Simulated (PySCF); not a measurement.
Saddle point of MgH₂BrCl, singlet (MgBrCl + H₂ → MgHCl ([MgH][Cl]) + HBr (still joined by a long Mg–Br bond); bonds formed: Mg1–H5, Br2–H4; bonds broken: H4–H5; bonds weakened to dative contacts: Mg1–Br2), PBE0-D4/def2-TZVP structure:

| atom | x (Å) | y (Å) | z (Å) |
| --- | --- | --- | --- |
| Mg1 | -0.5964 | -0.4791 | -0.4455 |
| Br2 | 1.0303 | 1.5445 | 0.7180 |
| Cl3 | -2.1746 | 0.3087 | -1.7452 |
| H4 | 1.3122 | 0.1595 | 1.0343 |
| H5 | 0.4285 | -1.5338 | 0.4384 |

Energies are electronic, without zero-point energy. Barriers and step energies count from the start structure reached by relaxing down the imaginary mode; all methods use the PBE0-D4 structures, on which another method's saddle can fall below an end. PySCF 2.14 with density fitting (its default auxiliary sets; JK sets also for MP2 and CCSD(T)); basis: def2-TZVPP, with def2-QZVPP for the basis limit; cores frozen in the correlated methods. Filled d shells of the heavier atoms are correlated. The outer core shell of Li, Na, Mg and K is correlated. The def2 sets are not built for correlating such inner shells, so the correlated values are less sure here. B3LYP uses VWN-RPA correlation. Extrapolation: Hartree–Fock as exp(−7.88 √X), correlation as X^−2.97.

```
   method  barrier (kcal/mol)  step energy (kcal/mol)
    SPW92                   ?                   35.93
   PBE-D4                   ?                   37.96
r2SCAN-D4               41.91                   41.13
  PBE0-D4                   ?                   39.31
 B3LYP-D4               40.64                   39.14
 BHLYP-D4               42.67                   40.43
  wB97M-V               40.79                   38.92
       HF               45.61                   41.88
      MP2               43.05                   41.51
     CCSD               41.08                   38.89
  CCSD(T)               40.71                   38.88
```

Problem. Fill in the withheld barriers. (An estimate is asked for; the value comes from the calculation.)

Solution. The calculation gives: PBE0-D4 40.24; SPW92 35.20; PBE-D4 38.30 kcal/mol. Each is the energy of the saddle less that of the start structure, by the same method.

For comparison, the barrier by CCSD(T) at an estimated basis limit (MP2 extrapolated from triple and quadruple zeta, plus CCSD(T) − MP2 in triple zeta) is 42.09 kcal/mol.

T1 diagnostic: at most 0.007.

Labels in which every atom is bracketed show which atoms are joined, not bond orders.

For scale, one of the runs: CCSD(T)/def2-TZVPP, 150 basis functions, launched by `OMP_NUM_THREADS=4 python run.py`. Hardware: 4 CPU threads of a Oxide Virtual Turin-like, shared host. Wall time 2.2 min; peak host memory 1.4 GiB.
